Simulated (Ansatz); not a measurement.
Frontier orbitals of C$_{4}$H$_{5}$F$_{3}$, SMILES `FC1[C@@H](F)C[C@@H]1F`.

```csv
atom,x (Å),y (Å),z (Å)
F1,0.470,-1.880,-0.745
C2,-0.419,-0.854,-0.511
C3,-0.384,-0.387,0.951
C4,0.644,0.665,0.527
F5,0.537,1.911,1.067
C6,0.184,0.496,-0.933
F7,-0.820,1.376,-1.242
H8,-1.382,-1.109,-0.954
H9,-1.329,0.088,1.218
H10,-0.103,-1.121,1.705
H11,1.673,0.315,0.649
H12,0.928,0.499,-1.732
```

Charge 0, multiplicity 1. The geometry is a stationary point of PBE0-D4/def2-TZVP. Basis def2-TZVPP, the Gaussian-basis code of Ansatz.

Orbital energies of one run (eV). Highest occupied ones, from the top: -7.39, -7.68, -7.99, -9.21, -9.73, -9.85, -10.13, -11.01, -11.42, -12.17, -12.30, -12.77, -13.73, -13.90. Empty: -0.75, 0.67, 1.04, 1.24, 1.56, 1.81.

Task: Which functional gave them?
A. LDA (SPW92)
B. r2SCAN0
C. CAM-B3LYP
D. PBE0

Result: A. HOMO energies: LDA (SPW92) -7.39, PBE0 -8.86, r2SCAN0 -9.08, CAM-B3LYP -10.38 eV.
